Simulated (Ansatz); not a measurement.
Cost and result for the atomization energy of C4H6F4 (`FCCC(F)(F)CF`) (14 atoms, 13 bonds).

```json
{"atom": "F1", "x (Å)": "1.570", "y (Å)": "-1.270", "z (Å)": "2.069"}
{"atom": "C2", "x (Å)": "1.233", "y (Å)": "-0.411", "z (Å)": "1.038"}
{"atom": "C3", "x (Å)": "-0.089", "y (Å)": "-0.870", "z (Å)": "0.460"}
{"atom": "C4", "x (Å)": "-0.505", "y (Å)": "-0.181", "z (Å)": "-0.817"}
{"atom": "F5", "x (Å)": "-1.643", "y (Å)": "-0.777", "z (Å)": "-1.279"}
{"atom": "F6", "x (Å)": "0.450", "y (Å)": "-0.371", "z (Å)": "-1.768"}
{"atom": "C7", "x (Å)": "-0.828", "y (Å)": "1.300", "z (Å)": "-0.746"}
{"atom": "F8", "x (Å)": "0.269", "y (Å)": "2.012", "z (Å)": "-0.329"}
{"atom": "H9", "x (Å)": "2.027", "y (Å)": "-0.452", "z (Å)": "0.289"}
{"atom": "H10", "x (Å)": "1.182", "y (Å)": "0.598", "z (Å)": "1.448"}
{"atom": "H11", "x (Å)": "-0.887", "y (Å)": "-0.748", "z (Å)": "1.196"}
{"atom": "H12", "x (Å)": "-0.014", "y (Å)": "-1.935", "z (Å)": "0.226"}
{"atom": "H13", "x (Å)": "-1.115", "y (Å)": "1.640", "z (Å)": "-1.744"}
{"atom": "H14", "x (Å)": "-1.649", "y (Å)": "1.463", "z (Å)": "-0.043"}
```

Charge 0, multiplicity 1. Geometry: relaxed with PBE0-D4/def2-TZVP. It is one conformer, not always the lowest. Program: Ansatz. All runs use 2 threads of an AMD EPYC 7R13 on a shared host and a share of an NVIDIA H100 80 GB. Times are those of one run each, without the atoms' runs, and a repeat can differ threefold. Electronic energies, without spin–orbit coupling; frozen cores. CCSD(T)/CBS adds CCSD(T) − MP2 in def2-TZVPP to the MP2 limit, and its time is that of the two runs behind it. T1 = 0.011.

CCSD(T)/CBS is a level of theory with its own doubt, some kJ/mol a heavy atom from the limit and from the frozen cores, so smaller differences don't rank the functionals.

```csv
level,functions,wall time
PBE0-D4/def2-TZVPP,332,9.5 s
revPBE-D4/def2-TZVPP,332,10 s
r2SCAN-D4/def2-TZVPP (with forces),332,11 s
B97M-V/def2-TZVPP,332,13 s
PBE-QIDH/def2-TZVPP,332,13 s
B2PLYP/def2-TZVPP,332,15 s
CCSD(T)/def2-SVP,142,16 s
CAM-B3LYP-D4/def2-TZVPP,332,17 s
MP2/def2-QZVPP,636,20 s
ωB97M-V/def2-TZVPP (with forces),332,21 s
ωB97X-V/def2-TZVPP,332,25 s
CCSD(T)/def2-TZVPP,332,29 s
CCSD(T)/CBS(def2),–,49 s
```

Question: What atomization energy does each give, and how far from CCSD(T)/CBS? (Best estimate.)

Answer: Computed: 
| level | atomization (kJ/mol) | difference from CCSD(T)/CBS | per bond |
| --- | --- | --- | --- |
| PBE0-D4/def2-TZVPP | 5654.4 | 38.6 | 3.0 |
| revPBE-D4/def2-TZVPP | 5620.5 | 4.7 | 0.4 |
| r2SCAN-D4/def2-TZVPP (with forces) | 5643.1 | 27.3 | 2.1 |
| B97M-V/def2-TZVPP | 5615.6 | -0.2 | 0.0 |
| PBE-QIDH/def2-TZVPP | 5596.2 | -19.6 | -1.5 |
| B2PLYP/def2-TZVPP | 5555.6 | -60.2 | -4.6 |
| CCSD(T)/def2-SVP | 5376.6 | -239.2 | -18.4 |
| CAM-B3LYP-D4/def2-TZVPP | 5657.4 | 41.6 | 3.2 |
| MP2/def2-QZVPP | 5711.5 | 95.7 | 7.4 |
| ωB97M-V/def2-TZVPP (with forces) | 5638.1 | 22.3 | 1.7 |
| ωB97X-V/def2-TZVPP | 5637.2 | 21.4 | 1.6 |
| CCSD(T)/def2-TZVPP | 5476.1 | -139.7 | -10.7 |
| CCSD(T)/CBS(def2) | 5615.8 | 0.0 | 0.0 |

From r2SCAN to r2SCAN0 (25 % exact exchange), in def2-TZVPP and without D4, the atomization energy moves by −119.5 kJ/mol: exact exchange takes away binding that semilocal exchange gives to molecules. At CCSD(T), def2-SVP lies −239.2 kJ/mol from the extrapolated value and def2-TZVPP −139.7 kJ/mol: correlation converges slowly with the basis, and small sets miss more of it in the bonded molecule than in its fragments. The D4 term adds +41.2 kJ/mol with B3LYP and +21.9 kJ/mol with PBE0; it sums over pairs of atoms, weighted by their polarisabilities, and B3LYP, whose exchange is more repulsive, gets the larger term.

B3LYP here is the variant with VWN-RPA as its local correlation; programs differ in this.
